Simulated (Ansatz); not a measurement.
```yaml
crystal:
  periodic: [false, false, false]
  atoms:
    - {symbol: O, position_ang: [-0.419335, 1.199485, -0.310446]}
    - {symbol: Sn, position_ang: [-0.199760, -0.455927, 0.555205]}
    - {symbol: F, position_ang: [1.561536, -0.946308, 0.307509]}
    - {symbol: F, position_ang: [-1.181243, -1.643659, -0.441964]}
    - {symbol: H, position_ang: [0.286704, 1.775658, -0.150048]}
basis:
  gaussian: {orbitals: x2c-TZVPPall, fitting: {mean_field: cc-pVTZ-jkfit}, point_charges: [{charge: 2.00, position_ang: [4.230, -0.527, 0.891]}]}
magnetization: {spin_polarized: true, initial_magnetization: 1}
hamiltonian: {xc: {name: PBE0-DH}}
```

```sh
$ ansatz run in.yaml --threads 4 --pin off --events-out ev --progress --plain --max-ram 10444MiB
```

Task: How does Ansatz answer? (An estimate is asked.)

Result: Ansatz gave: The input was rejected before any iteration.
```
Functional definition: PBE0-DH
Error: <dir> the basis set cc-pVTZ-JKFIT has no functions for Sn
```
